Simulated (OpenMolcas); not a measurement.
Xe⁵⁺: effect of the basis set

```
Program             : OpenMolcas
Method              : SS-CASPT2, IPEA 0.25 Eh, imaginary shift 0.1 Eh (closed shells correlated: 4d)
Active space        : 3 electrons in 4 orbitals (5s 5p)
State averaging     : 2S+1 = 4 odd, 1 root; 2S+1 = 2 odd, 11 roots; 2S+1 = 4 even, 3 roots; 2S+1 = 2 even, 9 roots
Spin-orbit coupling : RASSI with atomic mean-field integrals over the reference wave functions, term energies averaged over their components
```

A. ANO-R1 [6s5p3d1f], X2C, finite nucleus; CASPT2 step of the order of 2.6 core-seconds
B. ANO-RCC-VDZP [6s5p3d1f], DKH2, point nucleus; CASPT2 step roughly 2.6 core-seconds
C. ANO-R2 [7s6p4d2f1g], X2C, finite nucleus; CASPT2 step about 2.3 core-seconds
D. ANO-RCC-VTZP [7s6p4d2f1g], DKH2, point nucleus; CASPT2 step about 4 core-seconds
E. ANO-RCC-VQZP [8s7p5d3f2g], DKH2, point nucleus; CASPT2 step about 5 core-seconds
F. ANO-R3 [8s7p5d4f3g2h], X2C, finite nucleus; CASPT2 step of the order of 26 core-seconds

Energies in eV above 5s2 5p 2P* 1/2, the measured ground level; measured values from Saloman, J. Phys. Chem. Ref. Data 33, 765 (2004).

```json
{"Level": "5s2 5p 2P* 1/2", "A": "0.0000", "B": "0.0000", "C": "0.0000", "D": "0.0000", "E": "0.0000", "F": "0.0000", "Measured": "0.0000"}
{"Level": "5s2 5p 2P* 3/2", "A": "1.837", "B": "1.900", "C": "1.713", "D": "1.708", "E": "1.683", "F": "1.672", "Measured": "1.9340"}
{"Level": "5s 5p2 4P 1/2", "A": "10.681", "B": "11.278", "C": "11.364", "D": "11.381", "E": "11.432", "F": "11.514", "Measured": "11.4792"}
{"Level": "5s 5p2 4P 3/2", "A": "11.578", "B": "12.216", "C": "12.194", "D": "12.207", "E": "12.240", "F": "12.319", "Measured": "12.4453"}
{"Level": "5s 5p2 4P 5/2", "A": "12.413", "B": "13.070", "C": "12.956", "D": "12.971", "E": "12.984", "F": "13.052", "Measured": "13.2917"}
{"Level": "5s 5p2 2D 3/2", "A": "15.018", "B": "15.608", "C": "15.222", "D": "15.279", "E": "15.250", "F": "15.246", "Measured": "15.4819"}
{"Level": "5s 5p2 2D 5/2", "A": "15.455", "B": "16.077", "C": "15.629", "D": "15.677", "E": "15.643", "F": "15.644", "Measured": "16.0225"}
{"Level": "5s 5p2 2P 1/2 [68 %]", "A": "17.013", "B": "17.550", "C": "17.298", "D": "17.408", "E": "17.335", "F": "17.312", "Measured": "17.5856"}
{"Level": "5s 5p2 2P 3/2", "A": "19.025", "B": "19.604", "C": "19.161", "D": "19.281", "E": "19.191", "F": "19.150", "Measured": "19.7274"}
{"Level": "5s 5p2 2S 1/2 [67 %]", "A": "19.082", "B": "19.673", "C": "19.164", "D": "19.253", "E": "19.162", "F": "19.131", "Measured": "19.5890"}
{"Level": "5p3 4S* 3/2 [60 %]", "A": "27.437", "B": "28.744", "C": "28.612", "D": "28.750", "E": "28.742", "F": "28.801", "Measured": ""}
{"Level": "5p3 2D* 3/2 [65 %]", "A": "28.644", "B": "29.975", "C": "29.586", "D": "29.709", "E": "29.680", "F": "29.716", "Measured": ""}
{"Level": "5p3 2D* 5/2", "A": "29.019", "B": "30.357", "C": "29.858", "D": "29.976", "E": "29.936", "F": "29.953", "Measured": ""}
{"Level": "5p3 2P* 1/2", "A": "31.299", "B": "32.604", "C": "32.090", "D": "32.253", "E": "32.152", "F": "32.145", "Measured": ""}
{"Level": "5p3 2P* 3/2", "A": "32.279", "B": "33.642", "C": "32.997", "D": "33.148", "E": "33.040", "F": "33.033", "Measured": ""}
```

Deviations, from unrounded energies. A percentage is the sum of absolute deviations over the sum of measured energies, with the sign that they share, or ± where signs differ.

```
                  Against measurement  Levels     A     B      C      D      E      F
       mean absolute deviation (cm-1)       9  4900  1000   2600   2100   2400   2300
fine structure of the ground term (%)       1  -5.0  -1.8  -11.4  -11.7  -13.0  -13.6
             other configurations (%)       8  -4.3  ±0.9   -2.1   -1.7   -1.9   ±1.8
```

B lies closest to measurement on these levels and A furthest from it. The largest miss of B in the table is 5s 5p2 4P 3/2, by -1800 cm-1. The ranking rests on the paired levels alone, and a cruder setting can come out closer through cancelling errors.

Among A to F the level of the table that moves most is 5p3 4S* 3/2 [60 %], by 11000 cm-1 (lowest in A, highest in F). Moves below CASPT2's spread within the term are not significant.

Term energies are means over components that CASPT2 splits; among the terms shown or strongly mixed into the levels shown the widest spread is 1000 cm-1 (5p3 2D*, F). Over all roots computed the reference weight is 0.88 to 0.96 in A, 0.88 to 0.96 in B, 0.86 to 0.95 in C, 0.86 to 0.95 in D, 0.86 to 0.95 in E, 0.86 to 0.95 in F; the roots of lowest weight are the least certain, and an intruder state may touch them. Terms of s pⁿ other than that of highest spin mix with s² pⁿ⁻² d, which this space lacks; all of them can be thousands of cm-1 off, and some have no real level of that name. The basis is small and was not contracted for so high a charge (holds for A; B). Computed and measured levels are paired by configuration, term and J; levels that our copy of the source lacks, or whose pairing is in doubt (as where it misses far off the trend of its configuration), stay unpaired and out of the deviations. Levels of configurations outside the active space are missing.

A share in square brackets marks a mixed level and gives the weight of the term that names it, the lowest over the columns. * marks odd parity.
